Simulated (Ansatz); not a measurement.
Isolated molecules relaxed with PBE0-D4/def2-TZVP in Ansatz; ΔE leaves out vibrations. CBS: MP2 limit from def2 TZ/QZ plus the TZ coupled-cluster correction, frozen cores. Functionals use def2-TZVPP. B3LYP here is the variant with VWN-RPA as its local correlation; programs differ in this. One conformer a species, not always the lowest.

`B[SiH2][CH]1[NH][AlH]1` + `COCF` → `B[SiH2]COC` + `F[CH]1[NH][AlH]1`  (formal exchange of groups at the Si–C bond)

`B[SiH2][CH]1[NH][AlH]1`:

Cartesian coordinates in Å:
```
B -1.281 0.984 1.642
Si -0.249 -0.599 0.980
C -0.120 -0.408 -0.884
N 0.759 0.708 -1.414
Al 1.568 -0.774 -1.735
H -0.770 2.063 1.738
H -2.464 0.932 1.825
H 1.144 -0.649 1.530
H -0.902 -1.903 1.300
H -1.061 -0.549 -1.423
H 0.541 1.670 -1.227
H 2.837 -1.474 -2.333
```

`COCF`:

Z-matrix (Å, degrees):
```
C
O 1 1.414
H 1 1.097 2 110.8
H 1 1.089 2 107.0 3 118.9
H 1 1.093 2 111.3 3 -121.6
C 2 1.362 1 114.0 3 55.1
F 6 1.383 2 111.4 1 70.0
H 6 1.099 2 112.1 1 -48.8
H 6 1.091 2 107.6 1 -172.1
```

`B[SiH2]COC`:

```xyz
14

B     0.703    0.972   -2.720
Si   -0.328    1.082   -0.999
C     0.118   -0.295    0.217
O    -0.636   -0.158    1.396
C    -0.347   -1.154    2.339
H     1.517    0.124   -2.951
H     0.512    1.786   -3.576
H    -1.786    1.018   -1.311
H    -0.062    2.409   -0.369
H     1.199   -0.256    0.434
H    -0.063   -1.275   -0.256
H    -0.972   -0.973    3.214
H     0.709   -1.125    2.641
H    -0.566   -2.156    1.943
```

`F[CH]1[NH][AlH]1`:

Cartesian coordinates in Å:
```
F -1.297 -1.122 -0.840
C -0.303 -0.143 -0.733
N -0.365 0.602 0.504
Al 1.107 -0.319 0.565
H -0.355 0.434 -1.657
H -1.131 1.228 0.700
H 2.344 -0.680 1.461
```

```
          level  ΔE (kJ/mol)  difference from CCSD(T)/CBS
         PBE-D4         20.2                         -5.8
        PBE0-D4         23.7                         -2.3
        ωB97M-V         21.2                         -4.8
         B2PLYP         22.6                         -3.4
          B3LYP         16.8                         -9.2
  HF/def2-TZVPP         26.9                          0.9
CCSD/def2-TZVPP         26.4                          0.4
 MP2/def2-QZVPP         30.5                          4.5
   HF/CBS(def2)         26.6                          0.6
 CCSD/CBS(def2)         24.9                         -1.1
    CCSD(T)/CBS         26.0                            0
```

Largest T1 diagnostic among the species: 0.015.

From PBE to PBE0 (25 % exact exchange), in def2-TZVPP and without D4, ΔE moves by +3.7 kJ/mol. The D4 term adds +4.1 kJ/mol with B3LYP and +2.2 kJ/mol with PBE0; it sums over pairs of atoms, weighted by their polarisabilities, and B3LYP, whose exchange is more repulsive, gets the larger term.
